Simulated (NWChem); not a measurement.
## ClMg (+1)

SMILES: [Mg+][Cl]
```xyz
2

Mg     0.0000     0.0000    -1.2688
Cl     0.0000     0.0000     0.8956
```
Charge +1, spin multiplicity 1.

Everything below was run with NWChem. The geometry was optimised at PBE/def2-SVP, a minimum by its harmonic frequencies.

Symmetry labels belong to the abelian group C2v used in the runs, with the axes of the coordinates shown; states degenerate in a higher group split over its labels.

The spin multiplicity of the parent species was assumed, not shown to be that of its ground state. The structure started from a generated list of species.

**Question.** List the lowest 6 singlet excitations that TDA-PBE0/aug-cc-pVDZ gives, with oscillator strengths.

**Answer.** 
```json
[
 {"state": "1", "symmetry": "b1", "energy (eV)": "2.76", "wavelength (nm)": "449", "f": "0.007"},
 {"state": "2", "symmetry": "b2", "energy (eV)": "2.76", "wavelength (nm)": "449", "f": "0.007"},
 {"state": "3", "symmetry": "a1", "energy (eV)": "4.92", "wavelength (nm)": "252", "f": "0.178"},
 {"state": "4", "symmetry": "a2", "energy (eV)": "6.41", "wavelength (nm)": "194", "f": "0.000"},
 {"state": "5", "symmetry": "a1", "energy (eV)": "6.41", "wavelength (nm)": "194", "f": "0.000"},
 {"state": "6", "symmetry": "a2", "energy (eV)": "6.42", "wavelength (nm)": "193", "f": "0.000"}
]
```
